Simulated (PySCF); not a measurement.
C4H7O (SMILES C[CH]C(C)=O), doublet (typed; the unrestricted solution is spin-contaminated), geometry from GFN2-xTB; MP2/6-31G (PySCF).

Input for PySCF:
```python
from pyscf import gto, scf, mp

mol = gto.M(
    atom='''
C    -1.986062    0.387775   -0.023194
C    -0.634091    0.437692    0.549851
C     0.482605   -0.158377   -0.108251
C     1.813710   -0.026073    0.603584
O     0.379543   -0.744348   -1.185477
H    -1.965938   -0.149025   -0.968987
H    -2.376176    1.396902   -0.180061
H    -2.678988   -0.103456    0.665049
H    -0.483966    0.939252    1.494083
H     1.757442   -0.488773    1.586874
H     2.591333   -0.511304    0.020763
H     2.062978    1.025085    0.734160
''',
    basis='6-31g',
    charge=0,
    spin=1,
    verbose=5,
)

mf = scf.UHF(mol)
mf.kernel()

pt = mp.MP2(mf)
pt.kernel()
print('E(MP2) = %.10f' % pt.e_tot)
mf.analyze()
```

Question: Predict the main parts of the log of this PySCF run.

Answer: 
```
PySCF version 2.14.0

[INPUT] verbose = 5
[INPUT] max_memory = 4000
[INPUT] num. atoms = 12
[INPUT] num. electrons = 39
[INPUT] charge = 0
[INPUT] spin (= nelec alpha-beta = 2S) = 1
[INPUT] symmetry False subgroup None
[INPUT] Mole.unit = angstrom
[INPUT] Symbol           X                Y                Z      unit          X                Y                Z       unit  Magmom
[...]
[INPUT] ---------------- BASIS SET ----------------
[INPUT] l, kappa, [nprim/nctr], expnt,             c_1 c_2 ...
[INPUT] C
[...]
                                457.36951         0.0140373
                                103.94869         0.0688426
                                29.210155         0.2321844
                                9.286663          0.4679413
                                3.163927          0.362312
[...]
                                1.8812885         -0.1608542
                                0.5442493         1.1434564
[...]
                                1.8812885         0.316424
                                0.5442493         0.7443083
[...]
[INPUT] O
[...]
                                825.23495         0.0139501
                                188.04696         0.0684451
                                52.9645           0.2327143
                                16.89757          0.470193
                                5.7996353         0.3585209
[...]
                                3.5999336         -0.1480263
                                1.0137618         1.130767
[...]
                                3.5999336         0.3397528
                                1.0137618         0.7271586
[...]
[INPUT] H
[...]
                                2.8253937         0.23472695
                                0.6401217         0.81375733
[...]
nuclear repulsion = 167.894593251162
number of shells = 39
number of NR pGTOs = 138
number of NR cGTOs = 59
basis = 6-31g
ecp = {}

******** <class 'pyscf.scf.uhf.UHF'> ********
method = UHF
initial guess = minao
damping factor = 0
level_shift factor = 0
DIIS = <class 'pyscf.scf.diis.CDIIS'>
diis_start_cycle = 1
diis_space = 8
diis_damp = 0
SCF conv_tol = 1e-09
SCF conv_tol_grad = None
SCF max_cycles = 50
direct_scf = True
direct_scf_tol = 1e-13
number electrons alpha = 20  beta = 19
Set gradient conv threshold to 3.16228e-05
E1 = -642.3592004520351  E2 = 243.28138863360456  Ecoul = 274.9226834232517  Exc = -31.641294789647162
init E= -231.183218567268
cond(S) = 1097.8497830359508

  alpha mo_energy =
[-20.78472116 -11.33272467 -11.33076685 -11.32769563 -11.31512657
  -1.760627    -1.39473067  -1.27777948  -0.99977367  -0.74942001
  -0.62703492  -0.57751476  -0.55584364  -0.49503977  -0.48886441
  -0.46050393  -0.42228622  -0.40091086  -0.30419317  -0.15511111
   0.10593402   0.18521118   0.19637016   0.24040359   0.25442914
   0.26577731   0.27282083   0.29710255   0.33864025   0.3731104
   0.43852305   0.49931887   0.7125309    0.72737787   0.75148015
   0.75843344   0.79106982   0.82742355   0.83772252   0.89834835
   0.91198057   0.96033623   0.96967821   1.00353037   1.06982503
   1.10318634   1.1249472    1.13792413   1.14315235   1.1646791
   1.18437971   1.19336251   1.21416552   1.30544068   1.36906715
   1.4563707    1.49238734   1.67532318   2.08217554]
  beta  mo_energy =
[-20.78472116 -11.33272467 -11.33076685 -11.32769563 -11.31512657
  -1.760627    -1.39473067  -1.27777948  -0.99977367  -0.74942001
  -0.62703492  -0.57751476  -0.55584364  -0.49503977  -0.48886441
  -0.46050393  -0.42228622  -0.40091086  -0.30419317  -0.15511111
   0.10593402   0.18521118   0.19637016   0.24040359   0.25442914
   0.26577731   0.27282083   0.29710255   0.33864025   0.3731104
   0.43852305   0.49931887   0.7125309    0.72737787   0.75148015
   0.75843344   0.79106982   0.82742355   0.83772252   0.89834835
   0.91198057   0.96033623   0.96967821   1.00353037   1.06982503
   1.10318634   1.1249472    1.13792413   1.14315235   1.1646791
   1.18437971   1.19336251   1.21416552   1.30544068   1.36906715
   1.4563707    1.49238734   1.67532318   2.08217554]
multiplicity <S^2> = 0.75  2S+1 = 2
E1 = -644.3700969995525  E2 = 246.36413241095462  Ecoul = 277.82471376674795  Exc = -31.460581355793323
cycle= 1 E= -230.111371337436  delta_E= 1.07  |g|= 0.523  |ddm|= 2.16
  alpha mo_energy =
[-20.10206001 -11.51265985 -11.45198608 -11.30547019 -11.29399862
  -1.30547419  -1.1506034   -1.06342584  -0.96579394  -0.78964563
  -0.70934516  -0.67010795  -0.63901202  -0.6267128   -0.57860405
  -0.57217593  -0.5032956   -0.44581488  -0.3086426   -0.26930597
   0.13854595   0.1941536    0.22810767   0.24599455   0.26945773
   0.29129774   0.29603899   0.3017223    0.3503907    0.3832818
   0.48106866   0.52142827   0.67041121   0.68469614   0.747256
   0.75598906   0.78059418   0.78868325   0.82270927   0.87309932
   0.92514909   0.95162069   0.98419771   0.99644707   1.06459689
   1.14643166   1.15471493   1.17569395   1.18828181   1.20654313
   1.2238774    1.28080088   1.36674194   1.45571969   1.48416964
   1.52952385   1.63415402   1.6840949    2.31728334]
  beta  mo_energy =
[-2.00980247e+01 -1.15091439e+01 -1.14422757e+01 -1.13049495e+01
 -1.12936631e+01 -1.28317300e+00 -1.11866411e+00 -1.05585676e+00
 -9.41601002e-01 -7.72711274e-01 -6.98299623e-01 -6.31035538e-01
 -6.26829686e-01 -6.01227388e-01 -5.75291822e-01 -5.66212210e-01
 -4.36624881e-01 -3.84932427e-01 -2.63773523e-01 -7.64734659e-03
  1.99412300e-01  2.11361710e-01  2.33097754e-01  2.51835970e-01
  2.77574133e-01  2.93465865e-01  3.02205193e-01  3.27877448e-01
  3.58131509e-01  3.88969333e-01  4.90695249e-01  5.28147955e-01
  6.94847919e-01  7.09903163e-01  7.58495180e-01  7.71049026e-01
  7.85937634e-01  8.24030758e-01  8.27193371e-01  8.87360108e-01
  9.37554899e-01  9.58230316e-01  9.90686407e-01  1.00179948e+00
  1.07082093e+00  1.15679929e+00  1.15996824e+00  1.18373546e+00
  1.19433107e+00  1.20842737e+00  1.22551774e+00  1.29082792e+00
[...]
converged SCF energy = -230.287435080559  <S^2> = 0.91922003  2S+1 = 2.1626096
E(UMP2) = -230.735627647589  E_corr = -0.448192567030564
E(SCS-UMP2) = -230.733630985354  E_corr = -0.446195904794939
E(MP2) = -230.7356276476
Total Energy =                        -230.287435080558708
[...]
2 C 1s           0.00002   0.00027  -0.00030   0.00065
2 C 2s          -0.01396  -0.03736   0.03065   0.06723
2 C 3s           0.00307   0.09199  -0.17764   0.02124
2 C 2px          0.07988  -0.06067   0.05806  -0.01206
2 C 2py          0.01050   0.07204  -0.00082  -0.06938
2 C 2pz          0.04726   0.10615   0.01935  -0.12749
2 C 3px          0.15958   0.42330  -0.25009   0.09871
2 C 3py          0.07947  -0.01069   0.01667   0.09355
2 C 3pz          0.19827   0.13269  -0.06001   0.20145
3 C 1s           0.00144  -0.00012   0.00145  -0.00014
3 C 2s           0.02509  -0.03069   0.02216   0.01246
3 C 3s           0.49444  -0.19863   0.58037  -0.08703
3 C 2px          0.05227  -0.02784   0.07103  -0.01634
3 C 2py          0.00395  -0.00794   0.01210   0.00025
3 C 2pz          0.02574  -0.02407   0.04694  -0.00541
3 C 3px         -0.16919  -0.06302  -0.11851   0.00065
3 C 3py          0.04953   0.02063   0.01894   0.02253
3 C 3pz          0.02732   0.01404  -0.00883   0.04023
4 O 1s          -0.00026  -0.00058  -0.00001   0.00200
4 O 2s           0.01495   0.05467   0.00063  -0.08316
4 O 3s           0.02055  -0.09988   0.03788   0.89720
4 O 2px         -0.00427   0.02693  -0.00738  -0.00260
4 O 2py          0.00604   0.02417   0.00199  -0.02369
4 O 2pz          0.00920   0.05257   0.00089  -0.04299
4 O 3px         -0.03125  -0.33753   0.06632   0.01345
4 O 3py         -0.09834  -0.06662  -0.02713   0.11892
4 O 3pz         -0.18578  -0.23922  -0.02441   0.21593
5 H 1s           0.02652   0.08986   0.00844   0.01075
5 H 2s           0.03483  -0.24103  -0.09420  -0.06407
6 H 1s          -0.02884   0.00991   0.01523   0.00121
6 H 2s           0.14494  -0.06695  -0.12008  -0.00684
7 H 1s          -0.02884   0.00991   0.01523   0.00121
7 H 2s           0.14494  -0.06695  -0.12008  -0.00684
8 H 1s           0.07352   0.09804  -0.00937   0.02829
8 H 2s          -0.23455  -0.19501   0.00224  -0.06359
9 H 1s          -0.01031   0.01412  -0.02183   0.00383
9 H 2s           0.12844  -0.06999   0.15286   0.00032
10 H 1s         -0.01789   0.02345  -0.01259  -0.00808
10 H 2s          0.09909  -0.07539   0.10324  -0.02170
11 H 1s         -0.01031   0.01412  -0.02183   0.00383
11 H 2s          0.12844  -0.06999   0.15286   0.00032

To work with the spin densities directly, `use mulliken_meta_spin()` only printing them here.

 ** Mulliken spin pop alpha/beta on meta-lowdin orthogonal AOs **
 ** Mulliken Spin Density (per AO)  **
spin_pop of  0 C 1s        0.00000
spin_pop of  0 C 2s       -0.01420
spin_pop of  0 C 3s        0.00013
spin_pop of  0 C 2px      -0.03801
spin_pop of  0 C 2py      -0.02039
spin_pop of  0 C 2pz      -0.01641
spin_pop of  0 C 3px       0.00032
spin_pop of  0 C 3py       0.00037
spin_pop of  0 C 3pz       0.00022
spin_pop of  1 C 1s       -0.00000
spin_pop of  1 C 2s        0.06621
spin_pop of  1 C 3s       -0.00141
spin_pop of  1 C 2px       0.06176
spin_pop of  1 C 2py       0.57832
spin_pop of  1 C 2pz       0.21125
spin_pop of  1 C 3px      -0.00016
spin_pop of  1 C 3py       0.00414
spin_pop of  1 C 3pz       0.00108
spin_pop of  2 C 1s        0.00000
spin_pop of  2 C 2s       -0.04341
spin_pop of  2 C 3s        0.00055
spin_pop of  2 C 2px      -0.04293
spin_pop of  2 C 2py      -0.25962
spin_pop of  2 C 2pz      -0.10260
spin_pop of  2 C 3px      -0.00021
spin_pop of  2 C 3py      -0.00065
spin_pop of  2 C 3pz      -0.00056
spin_pop of  3 C 1s       -0.00000
spin_pop of  3 C 2s        0.00571
spin_pop of  3 C 3s       -0.00007
spin_pop of  3 C 2px       0.01624
spin_pop of  3 C 2py       0.01040
spin_pop of  3 C 2pz       0.01019
spin_pop of  3 C 3px      -0.00017
spin_pop of  3 C 3py      -0.00013
spin_pop of  3 C 3pz      -0.00013
spin_pop of  4 O 1s       -0.00000
spin_pop of  4 O 2s        0.01436
spin_pop of  4 O 3s       -0.00086
spin_pop of  4 O 2px       0.01915
spin_pop of  4 O 2py       0.40113
spin_pop of  4 O 2pz       0.14261
spin_pop of  4 O 3px      -0.00079
spin_pop of  4 O 3py       0.00037
spin_pop of  4 O 3pz       0.00028
spin_pop of  5 H 1s        0.00569
spin_pop of  5 H 2s       -0.00021
spin_pop of  6 H 1s        0.03691
spin_pop of  6 H 2s        0.00013
spin_pop of  7 H 1s        0.03691
spin_pop of  7 H 2s        0.00013
spin_pop of  8 H 1s       -0.04974
spin_pop of  8 H 2s        0.00040
spin_pop of  9 H 1s       -0.01419
spin_pop of  9 H 2s        0.00004
spin_pop of  10 H 1s       -0.00388
spin_pop of  10 H 2s       -0.00012
spin_pop of  11 H 1s       -0.01419
spin_pop of  11 H 2s        0.00004
 ** Mulliken Spin Density (per atom)  **
spin density of  0 C =     -0.08797
spin density of  1 C =      0.92118
spin density of  2 C =     -0.44943
spin density of  3 C =      0.04205
spin density of  4 O =      0.57625
spin density of  5 H =      0.00548
spin density of  6 H =      0.03704
spin density of  7 H =      0.03704
spin density of  8 H =     -0.04934
spin density of  9 H =     -0.01415
spin density of  10 H =     -0.00401
spin density of  11 H =     -0.01415
 ** Mulliken pop alpha/beta on meta-lowdin orthogonal AOs **
 ** Mulliken pop       alpha | beta **
In total            20.00000 | 19.00000
 ** Mulliken atomic charges   ( Nelec_alpha | Nelec_beta ) **
charge of  0C =     -0.30308  (     3.10755      3.19552 )
charge of  1C =     -0.07713  (     3.49915      2.57797 )
charge of  2C =      0.28320  (     2.63369      3.08312 )
charge of  3C =     -0.32655  (     3.18430      3.14225 )
charge of  4O =     -0.37121  (     4.47373      3.89748 )
charge of  5H =      0.12756  (     0.43896      0.43348 )
charge of  6H =      0.10814  (     0.46445      0.42741 )
charge of  7H =      0.10814  (     0.46445      0.42741 )
charge of  8H =      0.10789  (     0.42139      0.47072 )
charge of  9H =      0.11164  (     0.43710      0.45125 )
charge of  10H =      0.11976  (     0.43812      0.44212 )
charge of  11H =      0.11164  (     0.43710      0.45125 )
Dipole moment(X, Y, Z, Debye): -0.25106,  1.51974,  2.60810
```
